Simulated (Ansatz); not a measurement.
System: YO (charge 0, doublet). The spin state was set by rule; other spins were not relaxed. 
Structure (B3LYP-D3(BJ)/def2-TZVP (Ansatz, a program for electronic structure) minimum search):
SMILES: [O]=[Y]
```xyz
2

Y      0.0000     0.0000    -0.3067
O      0.0000     0.0000     1.4952
```
Charge 0, spin multiplicity 2.

Computed values are from Ansatz. Cores are frozen in the correlated levels unless marked. UHF or UKS for open shells. No spin-orbit coupling. Frozen are the shells of the preceding noble gas and the d and f shells that filled before the atom's block. In def2 rows, elements after Kr have scalar-relativistic effective core potentials. CBS(X,Y): correlation extrapolated as X^-3; Hartree-Fock from the larger set.

```yaml
vertical ionisation energy (to the singlet): 5.93 eV at CCSD(T)/CBS(def2-TZVPPD,def2-QZVPPD)
total_energy: -113.1346 Eh at CCSD(T)/CBS(def2-TZVPPD,def2-QZVPPD)
dipole_moment: 4.60 D at CCSD(T)/def2-SVPD
T1 diagnostic: 0.031 at CCSD/def2-QZVPPD
```
